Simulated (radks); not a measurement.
Q: The mean radii <r> (bohr) of the occupied orbitals of an atom or ion are listed with their occupations. All-electron calculation, scalar-relativistic Kohn-Sham, PBE, spin-unpolarised, spherical densities, point nucleus. Program: a radial shooting solver on a logarithmic mesh with Libxc functionals.

orbital  occ.      <r>
1s          2  0.02829
2s          2   0.1156

Name the element and its charge.

A: Z = 51, antimony, charge +47: Sb47+ in [He] 2s2. The 1s radius gives Z: for a bare nucleus <r> = (2 gamma + 1)/(2Z) with gamma = sqrt(1 - (Z/c)^2), 0.028 bohr for Z = 51, and screening makes it slightly larger (0.02829 here). The occupations add up to 4, and the charge is Z minus that.
